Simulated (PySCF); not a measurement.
# Correlation energy of Cl (chlorine, neutral)

[Ne] 3s1 3p6, 2S determinant (an excited configuration). Calculation: PySCF 2.14, in dyall-av3z (19s12p3d2f, 84 functions); scalar relativity by spin-free X2C-1e. Frozen: [Ne]; 7 electrons correlated; the 26 highest virtual orbitals of each spin left out.

MP2 pair energies summed by pair of shells (mhartree):

| pair | energy | share (%) |
| --- | --- | --- |
| 3p-3p | -225.77 | 89.7 |
| 3s-3p | -26.04 | 10.3 |

Total MP2 correlation energy: -251.81 mhartree.

Same-spin part -47.73 and opposite-spin part -204.08 mhartree; SCS-MP2 scales them by 1/3 and 6/5 to -260.81 mhartree.
